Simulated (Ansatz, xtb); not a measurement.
**C4H4O2S: 3 structures ranked**

3 gas-phase structures of C4H4O2S, from a drawn sample of its isomers (lower ones may exist). Each was relaxed with GFN2-xTB; where two conformers were screened, the lower at r2SCAN-D4/def2-SVP is listed:

A. `OC#CS/C=C/O`, a singlet
B. `O=C=CSCC=O`, a singlet
C. `O=CCSC#CO`, a singlet

**Question.** Estimate their order in r2SCAN-D4/def2-SVP energy at these geometries, lowest first.

**Answer.** Calculated order at r2SCAN-D4/def2-SVP: B (0.0), C (35.4), A (46.5) kcal/mol.

Energies above the lowest of each column, in kcal/mol; the last columns are at PBE-D3(BJ)/def2-SVP geometries and were run for some of them only (a dash: not run or not comparable):

| structure | GFN2-xTB | HF/STO-3G | r2SCAN-D4/def2-SVP | PBE-D3(BJ)/def2-SVP | CCSD(T)/def2-SVP + ΔMP2/def2-TZVPP |
| --- | --- | --- | --- | --- | --- |
| B | 0.0 | 0.0 | 0.0 | 0.0 | 0.0 |
| C | 19.3 | 18.4 | 35.4 | 35.5 | 31.6 |
| A | 21.5 | 30.1 | 46.5 | – | – |

Every level run on B puts it lowest or level with the lowest. Some further structures that were screened fall inside this span and aren't listed. Flexible structures stand in one conformer each, not always the lowest. Frequencies (GFN2-xTB) were run for B, C alone. ΔMP2 is the change of the MP2 energy from the smaller to the larger basis.

Programs: Ansatz 0.2.0, xtb 6.7.1.
